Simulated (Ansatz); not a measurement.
Geometry optimisation, Ansatz, RKS B3LYP-D4/def2-SVP.

input.yaml

```yaml
crystal:
  periodic: [false, false, false]
  atoms:
    - { symbol: C, position_ang: [-1.0505, 0.2694, -0.5017] }
    - { symbol: B, position_ang: [-0.077, -0.4868, 0.4071] }
    - { symbol: C, position_ang: [-0.23342, -0.48468, 1.94301] }
    - { symbol: S, position_ang: [-1.30531, 0.1932, 2.71004] }
    - { symbol: H, position_ang: [-0.8099, 0.1919, -1.5968] }
    - { symbol: H, position_ang: [-1.088, 1.4056, -0.2417] }
    - { symbol: H, position_ang: [-2.0953, -0.0865, -0.3619] }
    - { symbol: H, position_ang: [0.81357, -1.06394, -0.034] }
    - { symbol: H, position_ang: [0.49422, -1.07861, 2.57598] }
basis:
  gaussian: { orbitals: def2-SVP }
hamiltonian:
  xc: b3lyp
  dispersion: d4
relax:
  f_tol: 0.015
  max_steps: 40
output:
  orbitals: {}
```

Command:

```bash
$ ansatz run input.yaml --threads 1 --pin off --max-ram 2048MiB --backend cpu --events-out ev --progress --plain --runs-dir out
```

Problem. Where does it end, and by what steps?

Solution. It converged. After 17 steps the energy has fallen by 0.954 eV; S4 moved furthest, 1.25 Å.

```json
{"step": "0", "energy less start (eV)": "0.0000", "largest force component (eV/Å)": "6.721", "accepted": "yes"}
{"step": "1", "energy less start (eV)": "-0.6156", "largest force component (eV/Å)": "3.248", "accepted": "yes"}
{"step": "2", "energy less start (eV)": "-0.7903", "largest force component (eV/Å)": "0.358", "accepted": "yes"}
{"step": "3", "energy less start (eV)": "-0.8203", "largest force component (eV/Å)": "0.349", "accepted": "yes"}
{"step": "4", "energy less start (eV)": "-0.8305", "largest force component (eV/Å)": "1.119", "accepted": "yes"}
{"step": "5", "energy less start (eV)": "-0.8909", "largest force component (eV/Å)": "0.224", "accepted": "yes"}
{"step": "6", "energy less start (eV)": "-0.9181", "largest force component (eV/Å)": "0.151", "accepted": "yes"}
{"step": "7", "energy less start (eV)": "-0.9286", "largest force component (eV/Å)": "0.115", "accepted": "yes"}
{"step": "8", "energy less start (eV)": "-0.9118", "largest force component (eV/Å)": "0.834", "accepted": "no"}
{"step": "9", "energy less start (eV)": "-0.9388", "largest force component (eV/Å)": "0.097", "accepted": "yes"}
{"step": "10", "energy less start (eV)": "-0.9454", "largest force component (eV/Å)": "0.252", "accepted": "yes"}
{"step": "11", "energy less start (eV)": "-0.9498", "largest force component (eV/Å)": "0.179", "accepted": "yes"}
{"step": "12", "energy less start (eV)": "-0.9522", "largest force component (eV/Å)": "0.203", "accepted": "yes"}
{"step": "13", "energy less start (eV)": "-0.9540", "largest force component (eV/Å)": "0.057", "accepted": "yes"}
{"step": "14", "energy less start (eV)": "-0.9543", "largest force component (eV/Å)": "0.038", "accepted": "yes"}
{"step": "15", "energy less start (eV)": "-0.9544", "largest force component (eV/Å)": "0.035", "accepted": "yes"}
{"step": "16", "energy less start (eV)": "-0.9545", "largest force component (eV/Å)": "0.026", "accepted": "yes"}
{"step": "17", "energy less start (eV)": "-0.9545", "largest force component (eV/Å)": "0.009", "accepted": "yes"}
```

```xyz
9
Properties=species:S:1:pos:R:3
C -0.948 0.404 -0.520
B -0.226 -0.616 0.434
C -0.137 -0.378 1.962
S -1.455 -1.047 2.660
H -0.864 0.150 -1.586
H -0.591 1.438 -0.364
H -2.021 0.416 -0.254
H 0.250 -1.649 0.018
H 0.639 0.141 2.550
```

Time of the run: 46 s on 1 CPU thread of a shared host.
